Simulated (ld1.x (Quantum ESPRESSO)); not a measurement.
**Plane-wave convergence, TM potential for gallium (Ga)**

```
Element                 : Ga (Z = 31)
Generator               : ld1.x (Quantum ESPRESSO) 7.5
Type                    : norm-conserving Troullier–Martins (Kleinman–Bylander form)
Functional              : Wu–Cohen
Relativity              : scalar-relativistic
Frozen core             : [Ar]
Valence charge          : 13
Reference configuration : 3d10 4s2 4p1
Partial waves           : 4p (bound): rc 2.15 bohr; 3d (bound): rc 0.65 bohr; 4s (bound): rc 1.95 bohr
Local potential         : the s channel
Core correction         : Bessel-smoothed model core, default radius (core density twice the valence density)
```

The pseudo-atom Hamiltonian at the reference potential is diagonalised in spherical Bessel functions j_l(qr) that vanish at 20 bohr, with q² up to the cutoff. All-electron valence levels (Ry): 4p -0.1879, 3d -1.4077, 4s -0.6606.

How do the lowest levels (Ry) of each channel move with the cutoff, and are there ghosts?

```json
{"cutoff (Ry)": "8", "p #1": "-0.1838", "d #1": "0.0498", "d #2": "0.1364", "s #1": "-0.6376", "f #1": "0.1026", "Σ f·Δε (mRy)": "14594.2"}
{"cutoff (Ry)": "18", "p #1": "-0.1878", "d #1": "0.0498", "d #2": "0.1363", "s #1": "-0.6566", "f #1": "0.1026", "Σ f·Δε (mRy)": "14552.2"}
{"cutoff (Ry)": "35", "p #1": "-0.1879", "d #1": "0.0497", "d #2": "0.1363", "s #1": "-0.6603", "f #1": "0.1026", "Σ f·Δε (mRy)": "14544.5"}
{"cutoff (Ry)": "55", "p #1": "-0.1879", "d #1": "0.0496", "d #2": "0.1358", "s #1": "-0.6605", "f #1": "0.1026", "Σ f·Δε (mRy)": "14543.2"}
{"cutoff (Ry)": "90", "p #1": "-0.1879", "d #1": "0.0493", "d #2": "0.1341", "s #1": "-0.6606", "f #1": "0.1026", "Σ f·Δε (mRy)": "14539.9"}
{"cutoff (Ry)": "140", "p #1": "-0.1879", "d #1": "0.0326", "d #2": "0.0751", "s #1": "-0.6606", "f #1": "0.1026", "Σ f·Δε (mRy)": "14372.2"}
{"cutoff (Ry)": "230", "p #1": "-0.1879", "d #1": "-1.0716", "d #2": "0.0508", "s #1": "-0.6606", "f #1": "0.1026", "Σ f·Δε (mRy)": "3330.2"}
{"cutoff (Ry)": "400", "p #1": "-0.1879", "d #1": "-1.4046", "d #2": "0.0507", "s #1": "-0.6606", "f #1": "0.1026", "Σ f·Δε (mRy)": "0.0"}
```

Result: no extra level below or beside the all-electron valence levels (p, d, s, f tested); 10 mRy is reached at over 300 Ry and 1 mRy at over 300 Ry.

5 of 7 tests not solved or not reliable.
